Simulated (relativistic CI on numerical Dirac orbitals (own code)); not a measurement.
## Calculated levels, W XVIII

Computed by Dirac-Coulomb-Breit CI, orbitals from a KLI potential per configuration, model QED, unscaled Slater integrals (own radial code, finite nucleus).

Configurations in the expansion (outside the closed core [Ar] 3d10): 4s²4p⁶4d¹⁰4f¹¹, 4s²4p⁶4d¹⁰4f¹⁰5s, 4s²4p⁶4d¹⁰4f⁹5s5p, 4s²4p⁶4d¹⁰4f¹⁰5p, 4s²4p⁶4d¹⁰4f¹⁰5d, 4s²4p⁶4d⁹4f¹², 4s²4p⁶4d¹⁰4f¹⁰6s, 4s²4p⁶4d¹⁰4f¹⁰6p, 4s²4p⁵4d¹⁰4f¹², 4s²4p⁶4d¹⁰4f¹⁰7s, 4s4p⁶4d¹⁰4f¹¹5s, 4s4p⁶4d¹⁰4f¹¹6s, 4p⁶4d¹⁰4f¹³, 4p⁶4d⁹4f¹⁴. Double excitations out of closed p, d and f shells are left out; levels of such configurations are missing from the list, as are those of other unlisted configurations, and high levels can miss mixing partners. Some configurations lack a partner that the ground configuration has and come out too high, among them 4s²4p⁵4d¹⁰4f¹².

The lowest level is 4s²4p⁶4d¹⁰4f¹¹ ⁴I°15/2, with 96 % of that term; Hund's rules for 4s²4p⁶4d¹⁰4f¹¹ give ⁴I° with J = 15/2, in agreement.

| No. | Configuration | Term | J | E (eV) | % | jj configuration (%) |
| --- | --- | --- | --- | --- | --- | --- |
| 1 | 4s²4p⁶4d¹⁰4f¹¹ | ⁴I° | 15/2 | 0.0000 | 96 | 4f7/2^5 (80) |
| 2 | 4s²4p⁶4d¹⁰4f¹¹ | ⁴I° | 13/2 | 1.9570 | 99 | 4f5/2^5 4f7/2^6 (93) |
| 3 | 4s²4p⁶4d¹⁰4f¹¹ | ⁴I° | 11/2 | 2.7356 | 64 | 4f7/2^5 (38) |
| 4 | 4f¹⁰(5I)5s | ⁶I | 17/2 | 2.7519 | 90 | 4f7/2^4 5s (64) |
| 5 | 4s²4p⁶4d¹⁰4f¹¹ | ²G° | 9/2 | 2.9971 | 29 | 4f7/2^5 (80) |
| 6 | 4f¹⁰(5I)5s | ⁶I | 15/2 | 4.0399 | 83 | 4f5/2^5 4f7/2^5 5s (56) |
| 7 | 4s²4p⁶4d¹⁰4f¹¹ | ⁴I° | 9/2 | 4.0750 | 45 | 4f5/2^5 4f7/2^6 (64) |
| 8 | 4s²4p⁶4d¹⁰4f¹¹ | ⁴S° | 3/2 | 4.4155 | 50 | 4f7/2^5 (78) |
| 9 | 4s²4p⁶4d¹⁰4f¹¹ | ²H° | 11/2 | 4.8423 | 38 | 4f5/2^4 4f7/2^7 (48) |
| 10 | 4f¹⁰(5I)5s | ⁶I | 13/2 | 5.2285 | 90 | 4f5/2^5 4f7/2^5 5s (54) |
| 11 | 4s²4p⁶4d¹⁰4f¹¹ | ⁴F° | 7/2 | 5.4088 | 86 | 4f5/2^5 4f7/2^6 (91) |
| 12 | 4s²4p⁶4d¹⁰4f¹¹ | ⁴F° | 5/2 | 5.7605 | 74 | 4f5/2^5 4f7/2^6 (54) |
| 13 | 4s²4p⁶4d¹⁰4f¹¹ | ⁴F° | 3/2 | 5.7911 | 44 | 4f5/2^5 4f7/2^6 (84) |
| 14 | 4f¹⁰(5I)5s | ⁶I | 11/2 | 6.0297 | 85 | 4f5/2^4 4f7/2^6 5s (46) |
| 15 | 4f¹⁰(5I)5s | ⁴I | 15/2 | 6.1105 | 74 | 4f5/2^5 4f7/2^5 5s (45) |
| 16 | 4s²4p⁶4d¹⁰4f¹¹ | ⁴F° | 9/2 | 6.3222 | 31 | 4f5/2^5 4f7/2^6 (47) |
| 17 | 4s²4p⁶4d¹⁰4f¹¹ | ²K° | 15/2 | 6.5302 | 89 | 4f5/2^5 4f7/2^6 (68) |
| 18 | 4f¹⁰(5I)5s | ⁶I | 9/2 | 6.6415 | 81 | 4f5/2^4 4f7/2^6 5s (34) |
| 19 | 4s²4p⁶4d¹⁰4f¹¹ | ⁴G° | 11/2 | 6.8090 | 63 | 4f5/2^5 4f7/2^6 (60) |
| 20 | 4f¹⁰(5F)5s | ⁶F | 11/2 | 6.9527 | 68 | 4f7/2^4 5s (53) |
| 21 | 4s²4p⁶4d¹⁰4f¹¹ | ²G° | 7/2 | 7.0127 | 55 | 4f5/2^5 4f7/2^6 (36) |
| 22 | 4f¹⁰(5I)5s | ⁶I | 7/2 | 7.1563 | 82 | 4f5/2^4 4f7/2^6 5s (37) |
| 23 | 4s²4p⁶4d¹⁰4f¹¹ | ⁴G° | 9/2 | 7.2587 | 75 | 4f5/2^5 4f7/2^6 (70) |
| 24 | 4f¹⁰(5I)5s | ⁴I | 13/2 | 7.7335 | 73 | 4f5/2^5 4f7/2^5 5s (60) |
| 25 | 4f¹⁰(5S)5s | ⁶S | 5/2 | 7.8262 | 56 | 4f7/2^4 5s (54) |
| 26 | 4f¹⁰(5F)5s | ⁶F | 9/2 | 7.8796 | 79 | 4f5/2^5 4f7/2^5 5s (45) |
| 27 | 4s²4p⁶4d¹⁰4f¹¹ | ²K° | 13/2 | 7.9987 | 85 | 4f5/2^5 4f7/2^6 (64) |
| 28 | 4s²4p⁶4d¹⁰4f¹¹ | ⁴F° | 3/2 | 8.0383 | 37 | 4f5/2^4 4f7/2^7 (66) |
| 29 | 4s²4p⁶4d¹⁰4f¹¹ | ²P° | 1/2 | 8.0511 | 93 | 4f5/2^5 4f7/2^6 (91) |
| 30 | 4f¹⁰(3K)5s | ⁴K | 17/2 | 8.4607 | 66 | 4f5/2^5 4f7/2^5 5s (43) |
| 31 | 4f¹⁰(5F)5s | ⁶F | 7/2 | 8.5708 | 85 | 4f5/2^5 4f7/2^5 5s (61) |
| 32 | 4f¹⁰(5F)5s | ⁶F | 3/2 | 8.6318 | 44 | 4f7/2^4 5s (59) |
| 33 | 4s²4p⁶4d¹⁰4f¹¹ | ²D° | 5/2 | 8.7616 | 45 | 4f5/2^5 4f7/2^6 (63) |
| 34 | 4f¹⁰(5F)5s | ⁶F | 5/2 | 8.7864 | 55 | 4f5/2^5 4f7/2^5 5s (51) |
| 35 | 4f¹⁰(5I)5s | ⁴I | 11/2 | 8.8186 | 59 | 4f5/2^5 4f7/2^5 5s (46) |
| 36 | 4s²4p⁶4d¹⁰4f¹¹ | ⁴G° | 5/2 | 8.8278 | 39 | 4f5/2^4 4f7/2^7 (47) |
| 37 | 4f¹⁰(5G)5s | ⁶G | 13/2 | 8.8847 | 75 | 4f5/2^5 4f7/2^5 5s (46) |
| 38 | 4s²4p⁶4d¹⁰4f¹¹ | ⁴G° | 7/2 | 8.9475 | 62 | 4f5/2^4 4f7/2^7 (92) |
| 39 | 4f¹⁰(5F)5s | ⁴F | 9/2 | 9.1620 | 28 | 4f7/2^4 5s (66) |
| 40 | 4f¹⁰(3K)5s | ⁴K | 15/2 | 9.1895 | 48 | 4f5/2^5 4f7/2^5 5s (60) |
| 41 | 4f¹⁰(5F)5s | ⁶F | 1/2 | 9.2755 | 71 | 4f5/2^5 4f7/2^5 5s (70) |
| 42 | 4s²4p⁶4d¹⁰4f¹¹ | ²H° | 9/2 | 9.5386 | 40 | 4f5/2^3 4f7/2^8 (65) |
| 43 | 4f¹⁰(5G)5s | ⁶G | 11/2 | 9.5421 | 54 | 4f5/2^5 4f7/2^5 5s (63) |
| 44 | 4f¹⁰(5I)5s | ⁴I | 9/2 | 9.6153 | 64 | 4f5/2^5 4f7/2^5 5s (44) |
| 45 | 4s²4p⁶4d¹⁰4f¹¹ | ²D° | 5/2 | 9.6227 | 51 | 4f5/2^5 4f7/2^6 (47) |

Energies count from the lowest computed level; ° marks odd parity. Percentages are summed over parent terms; the parents shown are those of the largest component, closed shells are left out there. Filled j subshells are mostly left out of the jj labels.

The mean weight of the leading LS term, summed over parents, in these 45 levels is 64 %, and that of the leading jj configuration (from the same eigenvectors) 60 %.

At this charge transitions that keep the count of f electrons are usually good to a few per cent. Terms inside the open d or f shell come out 10 to 20 % too wide with unscaled integrals. Levels that differ in their count of f electrons can be misplaced by several ten thousand cm⁻¹, since the correlation energy of f electrons is missing or only estimated; rates across such gaps can be off by orders of magnitude.

LS names give the leading component of a level, which can be under half, so a name can repeat, a term be missing and a line seem to break the LS rules.
